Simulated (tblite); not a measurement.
Compound: C4H8GeO.
Cartesian coordinates in Å at the GFN2-xTB level; atoms count from 1:
```xyz
14
C4H8GeO angstrom
C      3.0330    0.0463    0.7436
C      1.7997    0.3869    0.0703
C      0.7814    0.6765   -0.5085
Ge    -0.8653    1.0923   -1.3635
O     -2.1977    0.9903   -0.2249
C     -2.5533   -0.1385    0.5355
H      3.7328   -0.3958    0.0349
H      2.8359   -0.6699    1.5407
H      3.4822    0.9406    1.1744
H     -0.9833    2.5245   -1.7626
H     -1.0825    0.1201   -2.4999
H     -2.7898   -0.9975   -0.0990
H     -1.7531   -0.4247    1.2239
H     -3.4404    0.1283    1.1130
```

Method: GFN2-xTB as coded in tblite; computed harmonic values from a numerical Hessian at the method's own geometry, unscaled. This tight-binding method is rough: wavenumbers can miss measured ones by several per cent, in bad cases by 10 to 20. Modes of hydrogen on germanium can be 10 to 20 % off. One conformer, not necessarily the lowest. The optimisation stopped once no atom felt more than 0.01 eV/Å.

Lowest wavenumbers of the output (negative numbers stand for imaginary wavenumbers):
```
mode    cm-1
  1     -25.4
  2      46.7
  3      98.5
  4     110.6
  5     146.5
  6     173.0
  7     256.9
  8     309.5
  9     333.0
 10     409.4
```

Q: Is this structure a minimum?

A: Not by this Hessian. 1 mode is imaginary beyond 20i (25i cm⁻¹), so at this level the point lies at or near a first-order saddle. The curvature is small, so loose convergence or finite differences may be the whole cause.

Q: Which atoms move in the imaginary mode?

A: 25i: H7 (methyl hydrogen) 33 %, H8 (methyl hydrogen) 32 %, H9 (methyl hydrogen) 32 %. These are shares of the mass-weighted motion.

Q: What is the remedy?

A: Step along that mode in both directions, optimise again with tighter thresholds and repeat the frequencies. The zero-point energy of this point (63.2 kcal/mol) counts the 35 real modes alone, and thermal corrections from it aren't those of a minimum.
